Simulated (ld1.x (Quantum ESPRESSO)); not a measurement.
Before and after: PAW potential for Hf

* Element: Hf (Z = 72)
* Generator: ld1.x (Quantum ESPRESSO) 7.5
* Type: PAW
* Functional: BLYP
* Relativity: scalar-relativistic
* Frozen core: [Kr] 4d10 4f14
* Valence charge: 12
* Reference configuration: 5s2 5p6 5d2 6s2 6p0
* Partial waves: 5s (bound): rcut 1.65, rcutus 1.80 bohr; 6s (bound): rcut 1.65, rcutus 1.80 bohr; 5p (bound): rcut 1.85, rcutus 2.10 bohr; 6p (bound, empty): rcut 1.85, rcutus 2.10 bohr; 5d (bound): rcut 2.25, rcutus 2.40 bohr; 5d channel at 1.7 Ry: rcut 2.25, rcutus 2.40 bohr
* Local potential: all-electron potential smoothed inside 1.95 bohr (lloc = -2)
* Core correction: Bessel-smoothed model core inside 1.75 bohr
* Augmentation charge: GAUSS, radius 1.60 bohr

Change: reference 5s2 5p6 5d2.5 6s1.5 6p0.

Cutoffs: the cutoffs (Ry, on a coarse ladder) from which the occupation-weighted sum of valence levels, in a spherical-Bessel basis at the reference potential, stays within 10 and 1 mRy of its value at 400 Ry; they do not see the model core or the augmentation charge, which bear on the density cutoff. Errors are all-electron minus pseudo energies relative to the spin-unpolarised reference configuration.

**Question.** What does the change do?

**Answer.** The potential gets softer (25 Ry and 35 Ry → 21 Ry and 35 Ry); neither file shows a bound ghost.

```tsv
quantity	base	changed
cutoff, loose	25 Ry	21 Ry
cutoff, tight	35 Ry	35 Ry
bound ghosts	none	none
largest error over its own tests, meV	-71	-369
s: phases at 2.60 bohr within 0.05 rad from the reference energy up to (Ry; the scan ends near 5)	to the end of the scan	to the end of the scan
p: phases at 2.60 bohr within 0.05 rad from the reference energy up to (Ry; the scan ends near 5)	to the end of the scan	to the end of the scan
d: phases at 2.60 bohr within 0.05 rad from the reference energy up to (Ry; the scan ends near 5)	3.6	3.7
lowest overlap eigenvalue by channel	s 0.09, p 0.10, d 0.40	s 0.09, p 0.10, d 0.43
```
